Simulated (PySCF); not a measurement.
Dipole response of C (carbon, neutral)

[He] 2s1 2p3, high-spin 5S determinant (an excited configuration). All numbers are calculated (PySCF 2.14, no relativity, point nucleus, in dyall-av2z). Coupled (time-dependent) response in atomic units; α is the mean over directions. A double-zeta set is small for polarisabilities.

```
method  mean α (bohr³)  C₆ (like pair)  S(−4)
   UHF           8.412           30.29  32.41
   PBE           10.40           39.61  62.87
  PBE0           9.696           36.28  49.96
 B97-3           9.798           36.86  49.79
   M06           9.837           35.95  58.09
```

S(−4) is the Cauchy moment in α(ω) = α(0) + S(−4) ω² + …

α(iu) at UHF:

| u (hartree) | α(iu) (bohr³) |
| --- | --- |
| 0 | 8.412 |
| 0.0500 | 8.332 |
| 0.100 | 8.105 |
| 0.200 | 7.342 |
| 0.300 | 6.408 |
| 0.500 | 4.675 |
| 0.750 | 3.154 |
| 1.00 | 2.215 |
| 1.50 | 1.240 |
| 2.00 | 0.7866 |
| 3.00 | 0.3950 |
| 5.00 | 0.1580 |

A single London oscillator, α(iu) = α/(1 + u²/ω²), gives C₆ = (3/4) ω α². Matching the computed C₆ needs ω = 4 × 30.29 / (3 × 8.412²) = 0.571 hartree.
